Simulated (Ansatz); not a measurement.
System: sum formula HSO, net charge 0, doublet state. It need not be the lowest isomer of its formula. 
Structure (B3LYP-D3(BJ)/def2-TZVP (Ansatz, a quantum-chemistry and plane-wave program) minimum search):
SMILES: [O]S
```xyz
3

S     -0.0571    -0.0058    -0.4675
O     -0.0376    -0.0366     1.0375
H      1.2152     0.3851    -0.8197
```
Charge 0, spin multiplicity 2.

Basis-set convergence of Hartree-Fock and CCSD(T) correlation energies (hartree) with Ansatz. Correlated levels leave the core frozen unless marked. UHF or UKS for open shells. Spin-orbit coupling is left out. Non-relativistic.

```csv
basis,functions,E(HF),"E(corr, CCSD(T))"
def2-SVPD,58,-472.73807,-0.35278
def2-TZVPPD,108,-472.97544,-0.43605
def2-QZVPPD,178,-472.99013,-0.46615
```

Extrapolating the two largest sets (X = 3 and 4) as X^-3: E(corr) = (64·(-0.46615) - 27·(-0.43605))/37 = -0.4881 Eh, an estimate of the basis-set limit. The largest set recovers 95.5 % of it, the smallest 72.3 %.
